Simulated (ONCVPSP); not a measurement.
## How hard is this S (Z = 16) ONCV potential?

| Item | Value |
| --- | --- |
| Element | S (Z = 16) |
| Generator | ONCVPSP 4.0.1 |
| Type | optimised norm-conserving Vanderbilt (ONCV) |
| Functional | PBE |
| Relativity | non-relativistic |
| Frozen core | [Ne] |
| Valence charge | 6 |
| Reference configuration | 3s2 3p4 |
| Partial waves | 3s: rc 1.45 bohr, ncon 4, nbas 7, qcut 5.4 1/bohr, 2 projectors, debl 1.4 Ha; 3p: rc 1.30 bohr, ncon 3, nbas 7, qcut 6.3 1/bohr, 1 projector |
| Local potential | polynomial inside 1.15 bohr (lpopt 3, dvloc0 3 Ha) |
| Core correction | Teter function fitted to the true core (icmod 2), fcfact 0.25 |

Task: For each optimised wave give the share of its norm inside rc, the residual kinetic energy above qcut (Ha) and the cutoffs (Ha) for errors of 10, 1, 0.1 and 0.01 mHa per electron.

Result:

| wave | norm inside rc | residual KE | 10 mHa | 1 mHa | 0.1 mHa | 0.01 mHa |
| --- | --- | --- | --- | --- | --- | --- |
| 3s | 0.393 | 3.3e-04 | 9.3 | 12.9 | 23.8 | 50.3 |
| s projector 2 | 0.151 | 4.5e-04 | 9.3 | 13.2 | 41.7 | 79.6 |
| 3p | 0.183 | 1.5e-05 | 4.0 | 7.5 | 15.1 | 41.1 |

The occupied waves need 13 Ha and 24 Ha for 1 and 0.1 mHa.
